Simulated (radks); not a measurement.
The numbers below are computed, except where a source is named.
Tb3+, 62 electrons, occupied as [Xe] 4f(up 4, down 4) (spins set by hand, not the high-spin state). Level of theory: non-relativistic Kohn-Sham, SCAN, spin-polarised, spherical densities, point nucleus; meta-GGA in the generalised Kohn-Sham scheme; relativity is left out, which matters for an element this heavy (a radial shooting solver on a logarithmic mesh with Libxc functionals).

Radial electron density D(r) = 4 pi r^2 rho(r):

| r (bohr) | D(r) (e/bohr) |
|---|---|
| 0.001355 | 3.783 |
| 0.001552 | 4.840 |
| 0.001778 | 6.169 |
| 0.002054 | 7.939 |
| 0.002353 | 10.02 |
| 0.002696 | 12.58 |
| 0.003113 | 15.90 |
| 0.003567 | 19.68 |
| 0.004119 | 24.43 |
| 0.004719 | 29.67 |
| 0.005407 | 35.63 |
| 0.006244 | 42.65 |
| 0.007154 | 49.80 |
| 0.008196 | 57.19 |
| 0.009465 | 64.87 |
| 0.01084 | 71.50 |
| 0.01252 | 77.29 |
| 0.01435 | 81.05 |
| 0.01644 | 82.81 |
| 0.01898 | 82.41 |
| 0.02175 | 80.31 |
| 0.02512 | 77.26 |
| 0.02878 | 75.03 |
| 0.03297 | 74.94 |
| 0.03808 | 78.48 |
| 0.04362 | 85.52 |
| 0.04998 | 95.08 |
| 0.05772 | 105.2 |
| 0.06613 | 111.5 |
| 0.07637 | 112.0 |
| 0.0875 | 106.3 |
| 0.1002 | 97.33 |
| 0.1158 | 89.53 |
| 0.1326 | 87.92 |
| 0.152 | 92.34 |
| 0.1755 | 98.83 |
| 0.2011 | 99.40 |
| 0.2322 | 89.11 |
| 0.266 | 71.39 |
| 0.3048 | 53.92 |
| 0.352 | 44.18 |
| 0.4033 | 45.03 |
| 0.4657 | 50.53 |
| 0.5336 | 52.30 |
| 0.6113 | 46.99 |
| 0.706 | 35.95 |
| 0.8088 | 25.34 |
| 0.9267 | 17.85 |
| 1.07 | 13.53 |
| 1.226 | 11.30 |
| 1.416 | 9.260 |
| 1.622 | 6.989 |
| 1.859 | 4.594 |
| 2.147 | 2.468 |
| 2.459 | 1.143 |
| 2.818 | 0.4335 |
| 3.254 | 0.1223 |
| 3.728 | 0.02889 |
| 4.305 | 0.004680 |
| 4.933 | 0.0006167 |

D(r) has 4 maxima, at r = 0.0172, 0.0716, 0.190, 0.517 bohr, and minima at 0.0309, 0.128, 0.369 bohr, inside which lie 1.96, 11.46, 29.47 electrons.
